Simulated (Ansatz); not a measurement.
```yaml
crystal:
  periodic: [false, false, false]
  atoms:
    - {symbol: Al, position_ang: [-0.029047, 1.474465, -1.119993]}
    - {symbol: O, position_ang: [0.128627, -0.137724, 0.053984]}
    - {symbol: Si, position_ang: [0.494076, 0.218324, 1.668710]}
    - {symbol: Si, position_ang: [-0.443831, -1.564577, -0.656306]}
    - {symbol: H, position_ang: [-1.216863, 0.886002, -2.021302]}
    - {symbol: H, position_ang: [-0.395079, 2.489674, 0.065118]}
    - {symbol: H, position_ang: [1.419167, 1.585903, -1.776081]}
    - {symbol: H, position_ang: [0.919134, -1.066612, 2.275064]}
    - {symbol: H, position_ang: [1.595747, 1.199450, 1.658517]}
    - {symbol: H, position_ang: [-0.718743, 0.729041, 2.339786]}
    - {symbol: H, position_ang: [-1.920874, -1.550731, -0.652884]}
    - {symbol: H, position_ang: [0.065253, -2.665809, 0.196842]}
    - {symbol: H, position_ang: [0.122930, -1.632008, -2.016656]}
basis:
  gaussian: {orbitals: def2-SVPD, final_grid: {core_spheres: 1, valence_spheres: 1, degree: 5}}
hamiltonian: {xc: {name: PBE}}
```

```sh
$ ansatz run in.yaml --threads 2 --pin off --events-out ev --progress --plain --max-ram 20480MiB --backend cpu
```

It prints (some lines left out):

```
Functional definition: PBE
1446 factors; their error is unknown
mean field evaluation 1: about -24517.9569 eV, gradient 5.4e1 eV
mean field evaluation 2: about -24495.5978 eV, gradient 1.2e2 eV
mean field evaluation 4: about -24523.6971 eV, gradient 3.2e0 eV
mean field evaluation 8: about -24490.4058 eV, gradient 2.9e1 eV
mean field evaluation 16: about -24492.9504 eV, gradient 5.0e-3 eV
mean field -24492.95037853 eV, -900.0993244930 hartree, gradient 7.6e-5 eV, S^2 0.000000; 0 other end points of the search recorded, 0 dependent functions left out
reference -24492.95073544 eV, -900.0993376090 hartree; 29, 29 occupied and 138, 138 virtual orbitals, 1446 factors
Total energy: -24492.95073544 eV, -900.0993376090 hartree
```

In this input the integration grid is far too coarse. The run converged. The result belongs to that input, not to the molecule as meant.
